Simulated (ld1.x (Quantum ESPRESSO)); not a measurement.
What the settings do to the PAW potential of Mg

Base potential:

- Element: magnesium (Mg)
- Generator: ld1.x (Quantum ESPRESSO) 7.5
- Type: PAW
- Functional: LDA (PZ)
- Relativity: scalar-relativistic
- Frozen core: [He]
- Valence charge: 10
- Reference configuration: 2s2 2p6 3s1 3p0 (charge +1)
- Partial waves: 2s (bound): rcut 0.95, rcutus 1.00 bohr; 3s (bound): rcut 0.95, rcutus 1.00 bohr; 2p (bound): rcut 1.00, rcutus 1.10 bohr; 3p (bound, empty): rcut 1.00, rcutus 1.10 bohr
- Local potential: all-electron potential smoothed inside 0.90 bohr (lloc = -1)
- Core correction: a·sin(br)/r model core, default radius (ld1.x builds one for every PAW set, though the input has nlcc=.false.)
- Augmentation charge: BESSEL, radius 0.85 bohr

All-electron outer shells of the reference configuration (LDA (PZ), scalar-relativistic, ld1.x):

```csv
shell,level (eV),outermost node (bohr),outermost maximum (bohr)
2s,-88.40,0.18,0.55
2p,-55.81,–,0.48
3s,-11.53,0.90,2.35
3p,-7.16,0.94,2.90
```

Cutoffs, loose and tight: the cutoffs (Ry, on a coarse ladder) from which the occupation-weighted sum of valence levels, in a spherical-Bessel basis at the reference potential, stays within 10 and 1 mRy of its value at 400 Ry. They do not see the model core or the augmentation charge, which bear on the density cutoff. Test errors are all-electron minus pseudo excitation energies from the reference, over the configurations 2s2 2p6 3s2 3p0; 2s2 2p6 3s0 3p0; 2s2 2p6 3s1.5 3p0; 2s2 2p6 3s1 3p1; 2s1 2p6 3s2 3p0; 2s2 2p5 3s2 3p0; 2s2 2p6 3s0 3p1 (two spin-polarised tests are not counted in the largest error). A dash means not determined; rows that change the core or the reference have their own tests. The largest error is taken over the tests solved by every variant that gives reliable tests at all: 2s1 2p6 3s2 3p0; 2s2 2p6 3s0 3p0; 2s2 2p6 3s0 3p1; 2s2 2p6 3s1 3p1; 2s2 2p6 3s1.5 3p0; 2s2 2p6 3s2 3p0.

Cutoffs are not given where the Bessel-basis levels miss the radial ones by over 6 mRy, ghosts where they miss by over 20 mRy; a channel whose overlap is not positive is not tested.

A file whose overlap is not positive is unfit for use, and its test errors describe a broken file.

| change | outcome | cutoff, loose | cutoff, tight | bound ghosts | largest test error (meV) |
| --- | --- | --- | --- | --- | --- |
| base | generated | 70 Ry | 120 Ry | none | -11 |
| waves 2s (bound): rcut 0.64, rcutus 0.68 bohr; 3s (bound): rcut 0.64, rcutus 0.68 bohr | generated | 90 Ry | 140 Ry | none | -7.5 |
| waves 2s (bound): rcut 0.74, rcutus 0.78 bohr; 3s (bound): rcut 0.74, rcutus 0.78 bohr | generated | 80 Ry | 120 Ry | none | -8.4 |
| waves 2s (bound): rcut 0.80, rcutus 0.84 bohr; 3s (bound): rcut 0.80, rcutus 0.84 bohr | generated | 70 Ry | 120 Ry | none | -8.3 |
| waves 2s (bound): rcut 0.92, rcutus 0.98 bohr; 3s (bound): rcut 0.92, rcutus 0.98 bohr | generated | 70 Ry | 120 Ry | none | -11 |
| waves 2s (bound): rcut 0.95, rcutus 1.06 bohr; 3s (bound): rcut 0.95, rcutus 1.06 bohr | generated | 70 Ry | 120 Ry | none | -12 |
| waves 2s (bound): rcut 0.95, rcutus 1.16 bohr; 3s (bound): rcut 0.95, rcutus 1.16 bohr | generated, overlap not positive | – | – | not determined (overlap not positive) | -13 |
| waves 2s (bound): rcut 0.95, rcutus 1.26 bohr; 3s (bound): rcut 0.95, rcutus 1.26 bohr | generated, overlap not positive | – | – | not determined (overlap not positive) | -8.8 |
| waves 2s (bound): rcut 0.95, rcutus 1.36 bohr; 3s (bound): rcut 0.95, rcutus 1.36 bohr | generated, overlap not positive | – | – | not determined (overlap not positive) | +10 |

Q: What comes out with this change to the base: waves 2s (bound): rcut 0.95, rcutus 1.46 bohr; 3s (bound): rcut 0.95, rcutus 1.46 bohr?

A: outcome: generated, overlap not positive; bound ghosts: not determined (overlap not positive); largest test error (meV): +67. A file whose overlap is not positive is unfit for use, and its test errors describe a broken file.

Reading the sweep of the s radius (base included, trends over the rows without a ghost): The loose cutoff falls from 90 Ry at 0.68 to 70 Ry at 1.06 bohr. A larger radius leaves more room for a smooth pseudo-wave, so fewer plane waves are needed; a smaller one forces it to follow the all-electron wave where it bends sharply. The median size of the test errors (rows with all tests solved) stays near 0.0 meV.
